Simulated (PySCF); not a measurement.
## Spinor energies of Ga¹¹⁺ (gallium, charge +11)

Start: [Ar] 3d2; 3d3/2 filled at m_j = +1/2, +3/2. Calculated with PySCF 2.14 in an uncontracted even-tempered set (17 s from 0.76 bohr⁻², ratio 2.8; 12 p from 0.98 bohr⁻², ratio 2.8; 8 d from 0.98 bohr⁻², ratio 2.8; 4 f from 3.2 bohr⁻², ratio 3): generalised Hartree-Fock with the X2C-1e Hamiltonian and a Gaussian nucleus; one run each with spin-orbit coupling (SO) switched off, then screened by Boettger's factors.

```json
{"spinor shell": "1s1/2", "electrons": "2", "ε, spin-free (eV)": "-10761.5", "ε, screened SO (eV)": "-10761.2", "weight of nominal j (screened SO)": "1.000", "rms radius, screened SO (bohr)": "0.0560"}
{"spinor shell": "2s1/2", "electrons": "2", "ε, spin-free (eV)": "-1666.0", "ε, screened SO (eV)": "-1665.9", "weight of nominal j (screened SO)": "1.000", "rms radius, screened SO (bohr)": "0.235"}
{"spinor shell": "2p1/2", "electrons": "2", "ε, spin-free (eV)": "-1487.6", "ε, screened SO (eV)": "-1508.0", "weight of nominal j (screened SO)": "0.994", "rms radius, screened SO (bohr)": "0.208"}
{"spinor shell": "2p3/2", "electrons": "4", "ε, spin-free (eV)": "-1487.6", "ε, screened SO (eV)": "-1477.6", "weight of nominal j (screened SO)": "0.997", "rms radius, screened SO (bohr)": "0.211"}
{"spinor shell": "3s1/2", "electrons": "2", "ε, spin-free (eV)": "-458.20", "ε, screened SO (eV)": "-458.16", "weight of nominal j (screened SO)": "1.000", "rms radius, screened SO (bohr)": "0.637"}
{"spinor shell": "3p1/2", "electrons": "2", "ε, spin-free (eV)": "-397.69", "ε, screened SO (eV)": "-406.11", "weight of nominal j (screened SO)": "0.748", "rms radius, screened SO (bohr)": "0.639"}
{"spinor shell": "3p3/2", "electrons": "4", "ε, spin-free (eV)": "-397.69", "ε, screened SO (eV)": "-393.50", "weight of nominal j (screened SO)": "0.874", "rms radius, screened SO (bohr)": "0.647"}
{"spinor shell": "3d3/2", "electrons": "2", "ε, spin-free (eV)": "-320.55", "ε, screened SO (eV)": "-320.76", "weight of nominal j (screened SO)": "0.815", "rms radius, screened SO (bohr)": "0.616"}
```

```json
{"quantity": "E (hartree)", "spin-free": "-1892.41713", "screened SO": "-1892.50406"}
{"quantity": "M_J", "spin-free": "2", "screened SO": "2"}
{"quantity": "⟨J²⟩", "spin-free": "8.003", "screened SO": "7.179"}
{"quantity": "⟨L²⟩", "spin-free": "12.002", "screened SO": "11.873"}
{"quantity": "⟨S²⟩", "spin-free": "2.000", "screened SO": "1.956"}
```

The determinant has a definite M_J but mixes levels of different J.

Each row is a mean over spinors that exchange with the open shell spreads, by up to 8.188 eV (3p1/2).

Rows whose weight is well below 1 are mixtures of j = l ± 1/2: exchange outweighs spin-orbit coupling there, and the label is only the starting occupation.

Without spin-orbit coupling the j labels of p, d and f shells carry no meaning; the spin-free column gives the mean over the occupied spinors of each nl shell, and its ⟨J²⟩ belongs to a mixture of degenerate components.
